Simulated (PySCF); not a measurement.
Working out the ionisation energy of Cd

Cd [Kr] 4d10 5s2 (1S) → Cd⁺ [Kr] 4d10 5s1 (2S). Calculation: PySCF 2.14, in aug-cc-pVTZ-PP with one added diffuse shell each of s, p, d, f, g type with ECP28MDF (7s7p6d4f3g, 113 functions); a scalar-relativistic core potential. Frozen: 4s2 4p6. Energies in hartree (1 hartree = 27.21139 eV):

```tsv
part	Cd (lower)	Cd⁺ (upper)
UHF	-166.838767	-166.568920
MP2 opposite-spin	-0.308069	-0.264580
MP2 same-spin	-0.167811	-0.153304
```

**Question.** What does Hartree-Fock give?

**Answer.** (-166.568920) − (-166.838767) = 0.269847 hartree = 7.343 eV.

**Question.** What do MP2 and SCS-MP2 (6/5 opposite-spin, 1/3 same-spin) give?

**Answer.** The opposite-spin parts differ by 1.183 eV and the same-spin parts by 0.395 eV. MP2: 7.343 + (1.183) + (0.395) = 8.921 eV. SCS-MP2: 7.343 + 1.2 × (1.183) + (0.395)/3 = 8.894 eV.

Measured between the centres of the two terms (NIST): 8.994 eV, so MP2 (valence) is off by -0.073 eV.

What remains against the reference includes basis incompleteness, the frozen core and correlation beyond second order.
